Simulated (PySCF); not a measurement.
Species: C₃H₇BF₂.
SMILES: `C[C@@H](BF)CF`

Torsions of this conformer, `[CH3:1][C@@H:2]([BH:3][F:4])[CH2:5][F:6]`: C1–C2–B3–F4 -89°, C1–C2–C5–F6 -176°.

The closed-shell ground state was solved at several levels (PySCF, density fitting, gas phase, non-relativistic). The structure is a single PBE0-D3(BJ)/def2-SVP conformer in the gas phase; no vibrational or solvent corrections.

```
         level  basis functions  HOMO (eV)  LUMO (eV)  gap (eV)  dipole (D)
B97-D/pcSseg-1              137      -7.14      -1.47      5.67        2.31
 BLYP/pcSseg-1              137      -7.03      -1.54      5.49        2.25
   HF/pcSseg-1              137     -12.16       3.08     15.24        2.74
  B3LYP/6-31G*               98      -8.04      -0.39      7.65        2.11
 OPBE/pcSseg-1              137      -7.03      -1.45      5.58        2.26
  LDA/pcSseg-1              137      -7.17      -2.00      5.17        2.39
B3LYP/pcSseg-1              137      -8.38      -0.88      7.50        2.40
```

(1) Estimate the row for PBE/pcSseg-1, a basis of 137 functions; the other rows only guide the guess.

(2) Over all these levels, which gives the widest orbital gap and which the narrowest?

(3) In the pcSseg-1 basis, how does the gap go with the fixed share of exact exchange?

(4) How far do the dipole and the HOMO energy spread over the levels?

## Answers

(1) HOMO -7.08 eV, LUMO -1.68 eV, gap 5.40 eV, dipole 2.27 D.

(2) HF/pcSseg-1 (Hartree–Fock, all exact exchange) has the widest, 15.24 eV, and LDA/pcSseg-1 (LDA) the narrowest, 5.17 eV. The two share the basis. From the narrowest to the widest the HOMO moves by -4.99 eV and the LUMO by +5.08 eV.

(3) LDA (0 %) 5.17 eV; PBE (0 %) 5.40 eV; BLYP (0 %) 5.49 eV; OPBE (0 %) 5.58 eV; B97-D (0 %) 5.67 eV; B3LYP (20 %) 7.50 eV; HF (100 %) 15.24 eV. Each rise in the share widens the gap here.

(4) The dipole runs from 2.11 to 2.74 D (mean 2.34 D) and the HOMO from -12.16 to -7.03 eV.
